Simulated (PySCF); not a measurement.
Dipole response of As+ (arsenic, charge +1)

[Ar] 3d10 4s2 4p2, high-spin 3P determinant. Computed with PySCF 2.14 in aug-cc-pVQZ-PP with ECP10MDF, with a scalar-relativistic core potential. Coupled (time-dependent) response in atomic units; α is the mean over directions.

```
method  mean α (bohr³)         α xx, yy, zz  C₆ (like pair)  S(−4)
   UHF           16.88  15.84, 17.40, 17.40           102.8  82.00
   PBE           17.00  15.47, 17.77, 17.77           103.0  87.44
  PBE0           16.77  15.45, 17.43, 17.43           101.5  82.74
```

S(−4) is the Cauchy moment in α(ω) = α(0) + S(−4) ω² + …

Spin-orbit coupling is absent.

α(iu) at PBE0:

| u (hartree) | α(iu) (bohr³) |
| --- | --- |
| 0 | 16.77 |
| 0.0500 | 16.57 |
| 0.100 | 15.99 |
| 0.200 | 14.07 |
| 0.300 | 11.80 |
| 0.500 | 7.944 |
| 0.750 | 4.999 |
| 1.00 | 3.383 |
| 1.50 | 1.859 |
| 2.00 | 1.199 |
| 3.00 | 0.6419 |
| 5.00 | 0.2842 |

A single London oscillator, α(iu) = α/(1 + u²/ω²), gives C₆ = (3/4) ω α². Matching the computed C₆ needs ω = 4 × 101.5 / (3 × 16.77²) = 0.481 hartree.

For an ion, C₆ is the dispersion term alone; charge-induced terms of lower order in 1/R come first.

The components differ because the open shell of this determinant is not spherical; for a pure term their mean is the scalar polarisability.

Energies and moments cover only the electrons outside the core potential.
